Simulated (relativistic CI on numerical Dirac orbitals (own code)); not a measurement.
**Energy levels of Se I**

Computed by Dirac-Coulomb-Breit CI, KLI orbitals optimised for each configuration, model QED, valence Slater integrals scaled by 0.85, P86 correlation estimate, and configurations built on the next ion tied to the tabulated ionisation energy (semi-empirical) (own radial code, finite nucleus).

Configurations in the expansion (outside the closed core [Ar] 3d10): 4s2 4p4, 4s2 4p3 5s, 4s2 4p3 5p, 4s2 4p3 4d, 4s2 4p3 6p, 4s2 4p3 5d, 4s2 4p3 6s, 4s2 4p3 4f, 4s2 4p3 5f, 4s 4p5, 4s2 4p2 4d2, 4s2 4p3 6d, 4s2 4p3 5g, 4s2 4p3 6f. Levels of other configurations are missing.

The lowest level is 4s2 4p4 3P_2, with 98 % of that term; Hund's rules for 4s2 4p4 give 3P with J = 2, in agreement.

| No. | Configuration | Term | J | E (eV) | % | Landé g | Lifetime (s) | jj configuration (%) |
| --- | --- | --- | --- | --- | --- | --- | --- | --- |
| 1 | 4s2 4p4 | 3P | 2 | 0.0000 | 98 | 1.493 |  | 4p3/2^2 (77) |
| 2 | 4s2 4p4 | 3P | 1 | 0.2431 | 99 | 1.501 | 6.00e+00 | 4p1/2 4p3/2^3 (99) |
| 3 | 4s2 4p4 | 3P | 0 | 0.3130 | 98 |  | 1.03e+02 | 4p3/2^4 (54) |
| 4 | 4s2 4p4 | 1D | 2 | 1.2783 | 98 | 1.008 | 1.20e+00 | 4p1/2 4p3/2^3 (78) |
| 5 | 4s2 4p4 | 1S | 0 | 2.8990 | 97 |  | 8.49e-02 | 4p3/2^2 (53) |
| 6 | 4s2 4p3 5s | 5S° | 2 | 6.0056 | 99 | 1.998 | 5.68e-07 | 4p1/2 4p3/2^2 5s (54) |
| 7 | 4s2 4p3 5s | 3S° | 1 | 6.3968 | 98 | 1.994 | 1.60e-09 | 4p1/2 4p3/2^2 5s (53) |
| 8 | 4s2 4p3 5p | 5P | 1 | 7.2765 | 99 | 2.493 | 3.40e-08 | 4p1/2 4p3/2^2 5p1/2 (47) |
| 9 | 4s2 4p3 5p | 5P | 2 | 7.2816 | 98 | 1.828 | 3.37e-08 | 4p1/2 4p3/2^2 5p1/2 (32) |
| 10 | 4s2 4p3 5p | 5P | 3 | 7.2918 | 99 | 1.665 | 3.29e-08 | 4p1/2 4p3/2^2 5p3/2 (54) |
| 11 | 4s2 4p3 5p | 3P | 1 | 7.4466 | 98 | 1.501 |  | 4p1/2 4p3/2^2 5p3/2 (42) |
| 12 | 4s2 4p3 5p | 3P | 2 | 7.4521 | 98 | 1.500 |  | 4p1/2 4p3/2^2 5p3/2 (34) |
| 13 | 4s2 4p3 5p | 3P | 0 | 7.4534 | 99 |  | 5.00e-08 | 4p1/2 4p3/2^2 5p3/2 (60) |
| 14 | 4s2 4p3 5s | 3D° | 1 | 7.8293 | 87 | 0.555 | 7.94e-09 | 4p1/2 4p3/2^2 5s (42) |
| 15 | 4s2 4p3 5s | 3D° | 2 | 7.8449 | 77 | 1.217 | 7.74e-09 | 4p1/2 4p3/2^2 5s (49) |
| 16 | 4s2 4p3 4d | 5D° | 3 | 7.8675 | 85 | 1.477 | 3.62e-08 | 4p1/2 4p3/2^2 4d3/2 (24) |
| 17 | 4s2 4p3 4d | 5D° | 4 | 7.8705 | 97 | 1.499 |  | 4p1/2 4p3/2^2 4d5/2 (53) |
| 18 | 4s2 4p3 4d | 5D° | 0 | 7.8735 | 97 |  | 1.47e-07 | 4p1/2 4p3/2^2 4d3/2 (53) |
| 19 | 4s2 4p3 4d | 5D° | 1 | 7.8744 | 95 | 1.475 |  | 4p1/2 4p3/2^2 4d3/2 (46) |
| 20 | 4s2 4p3 4d | 5D° | 2 | 7.8767 | 85 | 1.459 | 5.79e-08 | 4p1/2 4p3/2^2 4d3/2 (29) |
| 21 | 4s2 4p3 5s | 3D° | 3 | 7.9027 | 82 | 1.355 | 9.88e-09 | 4p1/2 4p3/2^2 5s (82) |
| 22 | 4s2 4p3 5s | 1D° | 2 | 8.0655 | 80 | 1.039 | 2.18e-09 | 4p1/2 4p3/2^2 5s (67) |
| 23 | 4s2 4p3 4d | 3D° | 1 | 8.1273 | 89 | 0.505 | 3.25e-09 | 4p1/2 4p3/2^2 4d5/2 (46) |
| 24 | 4s2 4p3 4d | 3D° | 3 | 8.1320 | 89 | 1.332 | 3.01e-09 | 4p1/2 4p3/2^2 4d3/2 (27) |
| 25 | 4s2 4p3 4d | 3D° | 2 | 8.1334 | 75 | 1.143 | 2.90e-09 | 4p1/2 4p3/2^2 4d5/2 (24) |
| 26 | 4s2 4p3 6s | 5S° | 2 | 8.1679 | 99 | 1.997 |  | 4p1/2 4p3/2^2 6s (54) |
| 27 | 4s2 4p3 6s | 3S° | 1 | 8.2955 | 98 | 1.994 | 3.32e-09 | 4p1/2 4p3/2^2 6s (53) |
| 28 | 4s2 4p3 6p | 5P | 1 | 8.5836 | 98 | 2.491 | 7.29e-08 | 4p1/2 4p3/2^2 6p1/2 (47) |
| 29 | 4s2 4p3 6p | 5P | 2 | 8.5853 | 98 | 1.827 | 7.21e-08 | 4p1/2 4p3/2^2 6p1/2 (32) |
| 30 | 4s2 4p3 6p | 5P | 3 | 8.5889 | 99 | 1.665 | 6.95e-08 | 4p1/2 4p3/2^2 6p3/2 (54) |

Energies count from the lowest computed level; ° marks odd parity; lifetimes are radiative, by E1, M1, E2, M2, E3 decay to levels of this space only; some are left blank where a channel outside the calculation adds to the decay or the decay crosses a small, uncertain gap. Filled j subshells are mostly left out of the jj labels.

The mean weight of the leading LS term, summed over parents, in these 30 levels is 94 %, and that of the leading jj configuration (from the same eigenvectors) 51 %, so LS coupling describes them better.

Configurations that consist of the next ion and one excited electron were tied to the tabulated ionisation energy; Rydberg ones are usually within 1,000 to 3,000 cm⁻¹ and the lowest ones within about 6,000 (9,000 in d shells), while levels on excited terms of the next ion carry the error of that term, and the other configurations can be misplaced by 10,000 cm⁻¹ or more. Rates follow the energies as ν³ (E1, M1) or ν⁵ (E2), so rates, branching and lifetimes can be off by large factors. The fine structure of a lone outer electron comes out too small, for d and f at times inverted, and misplaced configurations move strength between like terms. 28 of the 28 excited levels that our extract of the measured tables holds in this range could be paired (the sources list more); they are missed by 551 cm⁻¹ on average and 1966 at most, and levels without a partner can miss by more.

Landé's interval rule says that E(J) − E(J−1) = AJ with one A. For the ground term the intervals give A = -563.1, -980.6 cm⁻¹ for J = 1, 2; the multiplet is inverted.
